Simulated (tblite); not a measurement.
Species: C4H10OSi.
Bonds: C1–C2, C2–C3, C3–Si4, Si4–C5, C5–O6 (double). Hydrogens: H7, H8, H9 on C1; H10, H11 on C2; H12, H13 on C3; H14, H15 on Si4; H16 on C5.

A start from a force field or distance geometry was refined with GFN2-xTB geometry optimisation, gas phase (tblite). Values at the start:

| coordinate | start |
| --- | --- |
| C1–C2 | 1.506 Å |
| C1–H7 | 1.121 Å |
| C2–C3 | 1.516 Å |
| C2–H10 | 1.101 Å |
| C3–Si4 | 1.849 Å |
| C3–H12 | 1.105 Å |
| Si4–C5 | 1.842 Å |
| Si4–H14 | 1.473 Å |
| C5=O6 | 1.213 Å |
| C5–H16 | 1.094 Å |
| C1–C2–C3 | 107.2° |
| C2–C3–Si4 | 106.8° |
| C3–Si4–C5 | 106.8° |
| Si4–C5–O6 | 123.7° |
| C1–C2–C3–Si4 | -60° |
| C2–C3–Si4–C5 | 170° |
| C3–Si4–C5–O6 | 173° |

Q: How do these coordinates change at the GFN2-xTB level?

A: 
```
  coordinate  GFN2-xTB (Å or °)  change
      Si4–C5              1.919  +0.077
      C3–Si4              1.906  +0.057
       C1–H7              1.088  -0.033
      C5–H16              1.114  +0.020
       C1–C2              1.522  +0.016
       C2–C3              1.529  +0.013
      C3–H12              1.093  -0.012
     Si4–H14              1.462  -0.011
       C5=O6              1.205  -0.008
      C2–H10              1.094  -0.007
   C2–C3–Si4              114.3    +7.5
    C1–C2–C3              112.7    +5.5
   Si4–C5–O6              124.4    +0.7
   C3–Si4–C5              106.1    -0.7
C3–Si4–C5–O6                119     -54
C2–C3–Si4–C5               -170     +20
C1–C2–C3–Si4                -63      -3
```

The energy falls by 0.537 eV over 167 L-BFGS steps, the largest force on an atom goes from 2.08 to 0.007 eV/Å, and the atoms move by 0.503 Å rms after alignment. The bond that changes most is Si4–C5 (SiH2 silicon to carbonyl carbon), which lengthens by 0.077 Å. Bonds longer at the end by more than 0.005 Å: 5 of 15; shorter: 10. Among the dihedrals that turn most is H14–Si4–C5–H16, from -125° to 178°. Rotational constants go from 8111, 1269, 1203 to 8614, 1132, 1076 MHz.

Time: 1.6 s of wall time. Hardware: one thread, Arm Neoverse N1 (aarch64), on a shared host.

Its GFN2-xTB frequencies are all real (lowest 34 cm⁻¹). One conformer, not necessarily the lowest. 3 starts were optimised and ended at 0.00, 0.21 and 0.21 kcal/mol (GFN2-xTB); the lowest of these is shown.

All values are computed, not measured.
